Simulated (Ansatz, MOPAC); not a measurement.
Species: H3Si2OCl2, net charge 0, doublet state. SMILES: Cl[SiH](O[SiH2])Cl

Atoms: Si1, O2, Si3, Cl4, Cl5, H6, H7, H8. Bonds: Si1-O2, Si1-H6, Si1-H7, O2-Si3, Si3-Cl4, Si3-Cl5, Si3-H8.

Bond lengths (Å) and angles (degrees) optimised at AM1 with MOPAC; PBE/6-31G* with Ansatz (a quantum-chemistry and plane-wave program); B3LYP/6-31G* with Ansatz, each started from the B3LYP-D3(BJ)/def2-TZVP structure (Ansatz) of the last column. A row stands for all coordinates that are equal there; 11 of 16 kinds are shown. 6-31G* holds six Cartesian d functions. No wavenumbers were computed at PBE/6-31G*, so these may be saddle points.

```
coordinate     AM1  PBE/6-31G*  B3LYP/6-31G*  B3LYP-D3(BJ)/def2-TZVP
-----------  -----  ----------  ------------  ----------------------
Si1-O2       1.725       1.692         1.674                   1.656
Si1-H6       1.452       1.507         1.493                   1.488
Si1-H7       1.453       1.503         1.491                   1.485
O2-Si3       1.701       1.642         1.623                   1.614
Si3-Cl4      2.056       2.068         2.064                   2.049
Si3-H8       1.449       1.482         1.469                   1.462
Si1-O2-Si3   158.6       142.5         152.3                   147.0
O2-Si3-Cl4   108.5       110.7         110.4                   109.8
O2-Si3-Cl5   108.0       110.5         110.3                   109.9
Cl4-Si3-Cl5  109.1       108.5         108.5                   108.6
O2-Si1-H6    112.1       109.4         108.9                   109.1
```

Mean signed difference of all 7 bond lengths from B3LYP-D3(BJ)/def2-TZVP: AM1 0.013 Å, PBE/6-31G* 0.023 Å, B3LYP/6-31G* 0.011 Å.
